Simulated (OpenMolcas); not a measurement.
3d⁵ along the 23-electron sequence

```json
{
 "Program": "OpenMolcas",
 "Method": "RASSCF",
 "Basis": "ANO-RCC-VTZP",
 "Scalar Hamiltonian": "DKH2, point nucleus",
 "Spin-orbit coupling": "RASSI with atomic mean-field integrals over the reference wave functions, term energies averaged over their components"
}
```

Active space for each ion: 11 electrons in 8 orbitals (RAS1 3p, at most 2 holes; RAS2 3d).

Computed levels in cm-1 above ⁶S_5/2:

| Level | Mn2+ | Fe3+ | Co4+ | Ni5+ | Cu6+ |
| --- | --- | --- | --- | --- | --- |
| ⁴G_5/2 | 32909 | 37939 | 43231 | 47634 | 52021 |
| ⁴G_7/2 | 32927 | 37973 | 43293 | 47725 | 52165 |
| ⁴G_11/2 | 32932 | 37983 | 43311 | 47752 | 52207 |
| ⁴G_9/2 | 32937 | 37994 | 43330 | 47780 | 52251 |
| ⁴P_5/2 | 33530 | 38821 | 44464 | 49153 | 53844 |
| ⁴P_3/2 | 33557 | 38874 | 44565 | 49303 | 54080 |
| ⁴P_1/2 | 33581 | 38922 | 44655 | 49440 | 54297 |
| ⁴D_7/2 | 38881 | 44903 | 51278 | 56579 | 61928 |
| ⁴D_1/2 | 38908 | 44962 | 51396 | 56759 | 62219 |
| weight of ⁶S in the lowest level (%) | 100 | 100 | 100 | 100 | 100 |

Measured, with the error of the calculation in %. Measured levels: Mn2+ from Corliss and Sugar, J. Phys. Chem. Ref. Data 6, 1253 (1977); Fe3+ from Corliss and Sugar, J. Phys. Chem. Ref. Data 11, 135 (1982); Co4+ from Sugar and Corliss, J. Phys. Chem. Ref. Data 10, 1097 (1981); Ni5+ from Corliss and Sugar, J. Phys. Chem. Ref. Data 10, 197 (1981); Cu6+ from the list in Gamrath, thesis, University of Mons (2023).

| Level | Mn2+ | Fe3+ | Co4+ | Ni5+ | Cu6+ |
| --- | --- | --- | --- | --- | --- |
| ⁴G_7/2 | 26860 (+22.6) |  |  |  |  |
| ⁴G_11/2 | 26824 (+22.8) | 32246 (+17.8) | 37218 (+16.4) | 41921 (+13.9) |  |
| ⁴P_5/2 | 29168 (+15.0) | 35254 (+10.1) | 40753 (+9.1) | 45884 (+7.1) | 50732 (+6.1) |
| ⁴P_3/2 | 29241 (+14.8) | 35333 (+10.0) | 40891 (+9.0) | 46104 (+6.9) | 51067 (+5.9) |
| ⁴P_1/2 | 29207 (+15.0) | 35407 (+9.9) | 41024 (+8.9) | 46325 (+6.7) | 51407 (+5.6) |
| ⁴D_7/2 | 32307 (+20.3) | 38779 (+15.8) | 44709 (+14.7) | 50331 (+12.4) | 55742 (+11.1) |
| ⁴D_1/2 | 32369 (+20.2) | 38897 (+15.6) | 44908 (+14.4) |  | 56210 (+10.7) |

⁴G_5/2 changes by a factor of 1.58 over the same range, with steps per unit of Z of +5030, +5290, +4400, +4390 cm-1.

Without dynamic correlation excited terms often stand tens of per cent too high (terms of higher spin than the ground term too low), and those without a measured partner can miss by more than the paired ones. Active for correlation alone: 3p; no level in the range computed is led by a configuration that opens it, so any true level of that kind is missing. Computed and measured levels are paired by configuration, term and J; levels that our copy of the source lacks, or whose pairing is in doubt (as where it misses far off the trend of its configuration), stay unpaired and out of the deviations. Only configurations of the active space appear.
